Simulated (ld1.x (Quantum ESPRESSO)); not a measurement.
What one change does to a pseudopotential (As, TM)

- Element: arsenic
- Generator: ld1.x (Quantum ESPRESSO) 7.5
- Type: norm-conserving Troullier–Martins (Kleinman–Bylander form)
- Functional: revPBE
- Relativity: fully relativistic
- Frozen core: [Ar] 3d10
- Valence charge: 5
- Reference configuration: 4s2 4p2 (charge +1)
- Partial waves: 4s (bound): rc 1.20 bohr; 4p (bound): rc 2.10 bohr; 4d channel at 0.35 Ry: rc 1.80 bohr
- Local potential: all-electron potential smoothed inside 1.35 bohr (lloc = -1)
- Core correction: Bessel-smoothed model core inside 1.00 bohr

Open shells are filled in proportion to 2j + 1 (rel_dist='average').

Change: wave 4p (bound): rc 2.10 bohr becomes 4p (bound): rc 2.30 bohr.

Cutoffs: the cutoffs (Ry, on a coarse ladder) from which the occupation-weighted sum of valence levels, in a spherical-Bessel basis at the reference potential, stays within 10 and 1 mRy of its value at 400 Ry; they do not see the model core or the augmentation charge, which bear on the density cutoff. Errors are all-electron minus pseudo energies relative to the spin-unpolarised reference configuration.

Q: How do hardness, ghosts and transferability respond?

A: The potential gets neither clearly harder nor softer (60 Ry and 160 Ry → 60 Ry and 160 Ry); both files keep a bound ghost (s); of the 7 tests that both files solve, the error grows in 0 and shrinks in 4 by more than 15 % and 0.3 meV (median size 3.8 → 3.4 meV). That the errors move this way runs against the usual rule that smaller radii transfer better.

```csv
quantity,base,changed
"cutoff, loose",60 Ry,60 Ry
"cutoff, tight",160 Ry,160 Ry
bound ghosts,s,s
"error for 4s2 4p3, meV [ΔE -9.11 eV]",+2.5,+2.5
"error for 4s2 4p1, meV [ΔE 17.86 eV]",+3.2,+2.3
"error for 4s2 4p0, meV [ΔE 45.46 eV]",+13,+4.9
"error for 4s1 4p4, meV [ΔE 0.28 eV]",-8.3,-5.8
"error for 4s1 4p3, meV [ΔE 10.08 eV]",-6.3,-3.4
"error for 4s2 4p3.3, meV [ΔE -10.33 eV]",+3.8,+3.8
"error for 4s2 4p2.5, meV [ΔE -5.57 eV]",+0.7,+0.7
```

 A true bound ghost makes a file unfit for plane-wave use even where its test errors are small: the radial tests pick states by their node count and pass the ghost by.
